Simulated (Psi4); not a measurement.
Psi4 input (wB97X-D/6-311+G**):

```
memory 1500 MB

molecule {
0 1
Be    0.00000000    0.00000000    0.00000000
symmetry c1
no_reorient
no_com
}

set {
  basis 6-311+G**
  reference rks
  scf_type pk
  dft_radial_points 99
  dft_spherical_points 590
  e_convergence 1e-8
  d_convergence 1e-7
  maxiter 150
}

e = energy('wb97x-d')
print_out(f'\nFINAL {e:.10f} DIPOLE {variable("CURRENT DIPOLE")[0]:.6f} {variable("CURRENT DIPOLE")[1]:.6f} {variable("CURRENT DIPOLE")[2]:.6f}\n')
```

Problem. What final total energy does it give?

Solution. -14.66529 Eh.
